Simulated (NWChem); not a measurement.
System: boron monoxide dimer (B2O2); SMILES O=BB=O

Here is an NWChem input.

```
start job
memory heap 200 mb stack 900 mb global 1100 mb
geometry units angstroms noautoz
  O      0.000000     0.000000    -2.025435
  B      0.000000     0.000000    -0.826223
  B      0.000000     0.000000     0.826223
  O      0.000000     0.000000     2.025435
end
basis spherical
  * library def2-tzvp
end
dft
  xc b3lyp
  iterations 150
  mulliken
end
task dft energy
```

NWChem printed, in part:

```
             Northwest Computational Chemistry Package (NWChem) 7.3.0
             --------------------------------------------------------

 ORDER OF PRIMARY AXIS IS BEING SET TO 4
 D4H symmetry detected

                             Geometry "geometry" -> ""
                             -------------------------

 Output coordinates in angstroms (scale by  1.889725989 to convert to a.u.)

  No.       Tag          Charge          X              Y              Z
 ---- ---------------- ---------- -------------- -------------- --------------
    1 O                    8.0000     0.00000000     0.00000000    -2.02543500
    2 B                    5.0000     0.00000000     0.00000000    -0.82622300
    3 B                    5.0000     0.00000000     0.00000000     0.82622300
    4 O                    8.0000     0.00000000     0.00000000     2.02543500

 Effective nuclear repulsion energy (a.u.)      66.5136065449

      Symmetry information
      --------------------

 Group name             D4h
 Group number             28
 Group order              16
 No. of unique centers     2

                                 NWChem DFT Module
                                 -----------------

 Summary of "ao basis" -> "ao basis" (spherical)
 ------------------------------------------------------------------------------
       Tag                 Description            Shells   Functions and Types
 ---------------- ------------------------------  ------  ---------------------
 O                         def2-tzvp                11       31   5s3p2d1f
 B                         def2-tzvp                11       31   5s3p2d1f

      Symmetry analysis of basis
      --------------------------

        a1g        22
        a1u         0
        a2g         0
        a2u        22
        b1g         6
        b1u         6
        b2g         6
        b2u         6
        eg         28
        eu         28

            General Information
            -------------------
          SCF calculation type: DFT
          Wavefunction type:  closed shell.
          No. of atoms     :     4
          No. of electrons :    26
           Alpha electrons :    13
            Beta electrons :    13
          Charge           :     0
          Spin multiplicity:     1
          Use of symmetry is: on ; symmetry adaption is: on
          Maximum number of iterations: 150
          AO basis - number of functions:   124
                     number of shells:    44
          Convergence on energy requested:  1.00D-06
          Convergence on density requested:  1.00D-05
          Convergence on gradient requested:  5.00D-04

              XC Information
              --------------
                         B3LYP Method XC Potential
                     Hartree-Fock (Exact) Exchange  0.200
                        Slater Exchange Functional  0.800 local
                    Becke 1988 Exchange Functional  0.720 non-local
              Lee-Yang-Parr Correlation Functional  0.810
                  VWN I RPA Correlation Functional  0.190 local

             Grid Information
             ----------------
          Grid used for XC integration:  medium
          Radial quadrature: Mura-Knowles
          Angular quadrature: Lebedev.
          Tag              B.-S. Rad. Rad. Pts. Rad. Cut. Ang. Pts.
          ---              ---------- --------- --------- ---------
          O                   0.60       49          10.0       434
          B                   0.85       49           9.0       434
          Grid pruning is: on
          Number of quadrature shells:    98
          Spatial weights used:  Erf1

      Superposition of Atomic Density Guess
      -------------------------------------

 Sum of atomic energies:        -198.63804019

      Non-variational initial energy
      ------------------------------

 Total energy =    -199.629397
 1-e energy   =    -402.044748
 2-e energy   =     135.901745
 HOMO         =      -0.540534
 LUMO         =      -0.040279

      Symmetry analysis of molecular orbitals - initial
      -------------------------------------------------

 !! scf_movecs_sym_adapt:   24 vectors were symmetry contaminated

  Symmetry fudging

 !! scf_movecs_sym_adapt:   24 vectors were symmetry contaminated

  Numbering of irreducible representations:

     1 a1g         2 a1u         3 a2g         4 a2u         5 b1g
     6 b1u         7 b2g         8 b2u         9 eg         10 eu

  Orbital symmetries:

     1 a1g         2 a2u         3 a1g         4 a2u         5 a1g
     6 a2u         7 a1g         8 a2u         9 eu         10 eu
    11 eg         12 eg         13 a1g        14 eu         15 eu
    16 a2u        17 a1g        18 eg         19 eg         20 eu
    21 eu         22 a2u        23 a1g

     ---------------------------------------------
      Total Density - Mulliken Population Analysis
     ---------------------------------------------

    Atom       Charge   Shell Charges
 -----------   ------   -------------------------------------------------------
    1 O    8     8.83   0.79  1.18  0.62  0.92  0.33  2.06  2.09  0.82  0.00  0.01  0.00
    2 B    5     4.17   0.92  1.06  0.58  0.23  0.09  0.64  0.48  0.04  0.06  0.04  0.03
    3 B    5     4.17   0.92  1.06  0.58  0.23  0.09  0.64  0.48  0.04  0.06  0.04  0.03
    4 O    8     8.83   0.79  1.18  0.62  0.92  0.33  2.06  2.09  0.82  0.00  0.01  0.00

   convergence    iter        energy       DeltaE   RMS-Dens  Diis-err
 ---------------- ----- ----------------- --------- --------- ---------
 d= 0,ls=0.0,diis     1   -200.0615846987 -2.67D+02  2.23D-02  1.97D+00
 d= 0,ls=0.0,diis     2   -198.2761605449  1.79D+00  1.59D-02  1.91D+01
 d= 0,ls=0.0,diis     3   -200.3226586014 -2.05D+00  1.10D-03  2.99D-02
 d= 0,ls=0.0,diis     4   -200.3256353027 -2.98D-03  3.46D-04  2.04D-03
 d= 0,ls=0.0,diis     5   -200.3258138684 -1.79D-04  5.01D-05  4.83D-05
  Resetting Diis
 d= 0,ls=0.0,diis     6   -200.3258208757 -7.01D-06  6.52D-06  8.33D-07
 d= 0,ls=0.0,diis     7   -200.3258209842 -1.09D-07  1.62D-06  9.11D-09

         Total DFT energy =     -200.325820984243
      One electron energy =     -404.751791323167
           Coulomb energy =      163.214400948171
    Exchange-Corr. energy =      -25.302037154147
 Nuclear repulsion energy =       66.513606544900

 Numeric. integr. density =       26.000001640308

                  Occupations of the irreducible representations
                  ----------------------------------------------

                     irrep           alpha         beta
                     --------     --------     --------
                     a1g               5.0          5.0
                     a1u               0.0          0.0
                     a2g               0.0          0.0
                     a2u               4.0          4.0
                     b1g               0.0          0.0
                     b1u               0.0          0.0
                     b2g               0.0          0.0
                     b2u               0.0          0.0
                     eg                2.0          2.0
                     eu                2.0          2.0

                       DFT Final Molecular Orbital Analysis
                       ------------------------------------

 Vector   11  Occ=2.000000D+00  E=-4.137670D-01  Symmetry=eu
              MO Center=  2.5D-15, -4.8D-17,  3.7D-14, r^2= 3.8D+00
   Bfn.  Coefficient  Atom+Function         Bfn.  Coefficient  Atom+Function
  ----- ------------  ---------------      ----- ------------  ---------------
     6      0.278778  1 O  px                99      0.278778  4 O  px
     9      0.223141  1 O  px               102      0.223141  4 O  px
    37      0.177812  2 B  px                68      0.177812  3 B  px
    12      0.128982  1 O  px               105      0.128982  4 O  px
    40      0.121166  2 B  px                71      0.121166  3 B  px

 Vector   12  Occ=2.000000D+00  E=-3.931405D-01  Symmetry=eg
              MO Center= -1.2D-16,  3.7D-16, -5.0D-14, r^2= 4.1D+00
   Bfn.  Coefficient  Atom+Function         Bfn.  Coefficient  Atom+Function
  ----- ------------  ---------------      ----- ------------  ---------------
     7      0.290020  1 O  py               100     -0.290020  4 O  py
    10      0.232728  1 O  py               103     -0.232728  4 O  py
    38      0.139272  2 B  py                69     -0.139272  3 B  py
    13      0.134811  1 O  py               106     -0.134811  4 O  py
     6     -0.100378  1 O  px                99      0.100378  4 O  px

 Vector   13  Occ=2.000000D+00  E=-3.931405D-01  Symmetry=eg
              MO Center=  1.8D-15,  8.1D-16, -1.8D-13, r^2= 4.1D+00
   Bfn.  Coefficient  Atom+Function         Bfn.  Coefficient  Atom+Function
  ----- ------------  ---------------      ----- ------------  ---------------
     6      0.290020  1 O  px                99     -0.290020  4 O  px
     9      0.232728  1 O  px               102     -0.232728  4 O  px
    37      0.139272  2 B  px                68     -0.139272  3 B  px
    12      0.134811  1 O  px               105     -0.134811  4 O  px
     7      0.100378  1 O  py               100     -0.100378  4 O  py

 Vector   14  Occ=0.000000D+00  E=-9.787614D-02  Symmetry=eu
              MO Center=  8.8D-15,  7.8D-16,  2.3D-15, r^2= 2.9D+00
   Bfn.  Coefficient  Atom+Function         Bfn.  Coefficient  Atom+Function
  ----- ------------  ---------------      ----- ------------  ---------------
    40      0.271533  2 B  px                71      0.271533  3 B  px
    37      0.222635  2 B  px                68      0.222635  3 B  px
    12     -0.216186  1 O  px               105     -0.216186  4 O  px
     6     -0.208183  1 O  px                99     -0.208183  4 O  px
    43      0.179990  2 B  px                74      0.179990  3 B  px

 Vector   15  Occ=0.000000D+00  E=-9.787614D-02  Symmetry=eu
              MO Center= -2.2D-17, -2.8D-15,  2.8D-13, r^2= 2.9D+00
   Bfn.  Coefficient  Atom+Function         Bfn.  Coefficient  Atom+Function
  ----- ------------  ---------------      ----- ------------  ---------------
    41      0.271533  2 B  py                72      0.271533  3 B  py
    38      0.222635  2 B  py                69      0.222635  3 B  py
    13     -0.216186  1 O  py               106     -0.216186  4 O  py
     7     -0.208183  1 O  py               100     -0.208183  4 O  py
    44      0.179990  2 B  py                75      0.179990  3 B  py

 Vector   16  Occ=0.000000D+00  E= 1.874150D-02  Symmetry=a2u
              MO Center= -1.5D-14, -1.0D-14,  1.4D-12, r^2= 5.6D+00
   Bfn.  Coefficient  Atom+Function         Bfn.  Coefficient  Atom+Function
  ----- ------------  ---------------      ----- ------------  ---------------
    35      2.131178  2 B  s                 66     -2.131178  3 B  s
    36     -1.429624  2 B  s                 67      1.429624  3 B  s
    53      0.583150  2 B  d  0              84     -0.583150  3 B  d  0
    42      0.444765  2 B  pz                73      0.444765  3 B  pz
    34     -0.389154  2 B  s                 65      0.389154  3 B  s

     ---------------------------------------------
      Total Density - Mulliken Population Analysis
     ---------------------------------------------

    Atom       Charge   Shell Charges
 -----------   ------   -------------------------------------------------------
    1 O    8     8.10   0.79  1.18  0.62  0.85  0.34  1.88  1.69  0.74  0.00  0.01  0.00
    2 B    5     4.90   0.92  1.05  0.57  0.31  0.04  1.04  0.71  0.12  0.06  0.05  0.03
    3 B    5     4.90   0.92  1.05  0.57  0.31  0.04  1.04  0.71  0.12  0.06  0.05  0.03
    4 O    8     8.10   0.79  1.18  0.62  0.85  0.34  1.88  1.69  0.74  0.00  0.01  0.00

     -------------------------------------------
      Total Density - Lowdin Population Analysis
     -------------------------------------------

    Atom       Charge   Shell Charges
 -----------   ------   -------------------------------------------------------
    1 O    8     7.69   0.87  1.09  0.52  0.57  0.32  1.70  1.72  0.86  0.00  0.03  0.00
    2 B    5     5.31   0.95  0.99  0.34  0.29  0.16  0.89  0.82  0.26  0.11  0.35  0.15
    3 B    5     5.31   0.95  0.99  0.34  0.29  0.16  0.89  0.82  0.26  0.11  0.35  0.15
    4 O    8     7.69   0.87  1.09  0.52  0.57  0.32  1.70  1.72  0.86  0.00  0.03  0.00

     Multipole analysis of the density
     ---------------------------------

     L   x y z        total         alpha         beta         nuclear
     -   - - -        -----         -----         ----         -------
     0   0 0 0     -0.000000    -13.000000    -13.000000     26.000000

     1   1 0 0      0.000000      0.000000      0.000000      0.000000
     1   0 1 0      0.000000      0.000000      0.000000      0.000000
     1   0 0 1     -0.000000     -0.000000     -0.000000     -0.000000

     2   2 0 0    -14.863565     -7.431783     -7.431783      0.000000
     2   1 1 0     -0.000000     -0.000000     -0.000000      0.000000
     2   1 0 1     -0.000000     -0.000000     -0.000000      0.000000
     2   0 2 0    -14.863565     -7.431783     -7.431783      0.000000
     2   0 1 1     -0.000000     -0.000000     -0.000000      0.000000
     2   0 0 2    -25.191720   -141.983797   -141.983797    258.775874
```

Level: B3LYP/def2-TZVP. Structure relaxed at the PBE0/def2-SVP level. B3LYP is NWChem's, with the RPA form of VWN correlation.
